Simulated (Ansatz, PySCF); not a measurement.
Noncovalent pair: N2 (SMILES N#N) (first 2 atoms) with PH3 (SMILES P); geometry from B3LYP-D3(BJ)/def2-TZVP, rigid monomers moved along the line of their centres of mass till N2···H6 is 2.96 Å.
(charge 0, multiplicity 1):
| atom | x (Å) | y (Å) | z (Å) |
|---|---|---|---|
| N | -0.4741 | 0.5288 | -0.2586 |
| N | 0.5442 | 0.1394 | -0.2948 |
| P | 0.1710 | -0.1745 | 3.4052 |
| H | -0.8150 | -0.7908 | 2.5925 |
| H | -0.0345 | 1.1047 | 2.8274 |
| H | 1.2260 | -0.4985 | 2.5139 |

Quantity: the interaction energy.

Interaction energies are E(AB) − E(A) − E(B) at the monomers' geometry in the complex; basis-set methods are counterpoise corrected.

Frozen-core correlation. CBS: X⁻³ extrapolation of the correlation energy, Hartree–Fock from the larger set.

The values were computed with Ansatz (a first-principles code); PySCF for the dispersion terms. Each number belongs to the level named beside it.

Costs are ratios of core time to PBE/def2-TZVPPD (roughly 2.4 s), for whole runs (searches for the state included, and forces where a run took them) on one shared machine, so rough; each difference counts from -5.5 meV (CCSD(T)/CBS(aug-cc-pV(D+d)Z, aug-cc-pV(T+d)Z), a level with limits of its own).

A star marks coupled-cluster runs past 200 virtual orbitals, where the program's memory plan changes under this machine's limit, so their costs aren't comparable with smaller runs.

```csv
level,basis functions,cost,difference (meV)
PBE/def2-TZVPPD,173,×1,29.6
PBE-D3(BJ)/def2-TZVPPD,173,×1,-7.0
PBE0/def2-TZVPPD,173,×1,30.3
PBE0-D3(BJ)/def2-TZVPPD,173,×1,-5.2
r2SCAN/def2-TZVPPD,173,×1,14.6
r2SCAN-D3(BJ)/def2-TZVPPD,173,×1,0.5
B3LYP/def2-TZVPPD,173,×2,57.0
B3LYP-D3(BJ)/def2-TZVPPD,173,×2,-2.0
wB97X-V/def2-TZVPPD,173,×3,0.6
wB97M-V/def2-TZVPPD,173,×4,3.4
CCSD(T)/aug-cc-pV(D+d)Z,105,×4,15.0
CCSD(T)/aug-cc-pV(T+d)Z,216,×200*,4.4
```
